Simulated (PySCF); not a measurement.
H7NO2Si2, SMILES [SiH3]O[Si@@H](O)N.

Geometry: B3LYP-D3(BJ)/def2-SVP. The structure was generated by enumeration; whether it is a known compound was not checked. One conformer was computed; it need not be the lowest.

Calculation: PySCF 2.14.0 with B3LYP-D3(BJ)/def2-SVP.

Frequencies are harmonic and unscaled.

Task: Estimate the vibrational spectrum. (The exact figures need the calculation; the answer reports its results.)

Result: 
| mode | ν (cm⁻¹) | IR (km/mol) | Raman (Å⁴/amu) | depolarisation | moving atoms (share of kinetic energy) |
|---|---|---|---|---|---|
| 1 | 40 | 4.4 | 0.1 | 0.63 | O 41 %, H 23 %, N 20 %, Si 16 % |
| 2 | 79 | 4.3 | 0.2 | 0.59 | O 51 %, Si 30 %, H 18 % |
| 3 | 88 | 0.5 | 0.1 | 0.71 | H 90 % |
| 4 | 194 | 2.5 | 1.4 | 0.68 | H 60 %, O 22 %, N 14 % |
| 5 | 229 | 63.7 | 2.9 | 0.75 | H 76 %, N 11 %, O 8 % |
| 6 | 283 | 26.1 | 2.2 | 0.65 | H 41 %, O 29 %, Si 20 %, N 10 % |
| 7 | 372 | 79.6 | 2.2 | 0.72 | H 54 %, O 21 %, Si 12 %, N 12 % |
| 8 | 378 | 2.0 | 1.6 | 0.67 | O 45 %, Si 29 %, H 25 % |
| 9 | 429 | 215.2 | 1.8 | 0.23 | H 65 %, N 30 % |
| 10 | 610 | 10.3 | 12.8 | 0.24 | Si 49 %, H 24 %, O 22 % |
| 11 | 727 | 23.3 | 15.2 | 0.75 | H 85 %, Si 9 % |
| 12 | 747 | 30.1 | 6.9 | 0.57 | H 79 %, O 10 %, Si 9 % |
| 13 | 756 | 61.5 | 4.5 | 0.68 | H 72 %, N 11 %, O 9 %, Si 8 % |
| 14 | 798 | 183.0 | 3.2 | 0.57 | H 77 %, O 17 % |
| 15 | 822 | 33.2 | 10.9 | 0.41 | H 50 %, O 34 %, Si 9 % |
| 16 | 881 | 71.3 | 5.0 | 0.66 | H 36 %, N 34 %, Si 25 % |
| 17 | 917 | 287.8 | 2.3 | 0.73 | H 64 %, Si 22 %, O 13 % |
| 18 | 957 | 108.0 | 16.2 | 0.75 | H 78 %, Si 14 % |
| 19 | 961 | 85.4 | 24.3 | 0.75 | H 95 % |
| 20 | 967 | 282.9 | 7.2 | 0.74 | H 69 %, Si 20 % |
| 21 | 1007 | 377.9 | 14.7 | 0.75 | H 74 %, Si 17 %, O 9 % |
| 22 | 1081 | 346.3 | 4.5 | 0.71 | O 68 %, Si 17 %, H 15 % |
| 23 | 1542 | 58.8 | 6.4 | 0.73 | H 89 %, N 11 % |
| 24 | 2219 | 141.2 | 97.2 | 0.34 | H 96 % |
| 25 | 2227 | 126.5 | 110.2 | 0.31 | H 97 % |
| 26 | 2237 | 128.4 | 163.2 | 0.17 | H 97 % |
| 27 | 2270 | 155.4 | 135.0 | 0.15 | H 97 % |
| 28 | 3563 | 25.5 | 125.5 | 0.11 | H 96 % |
| 29 | 3656 | 26.8 | 76.0 | 0.74 | H 91 %, N 9 % |
| 30 | 3880 | 84.5 | 107.5 | 0.29 | H 94 % |
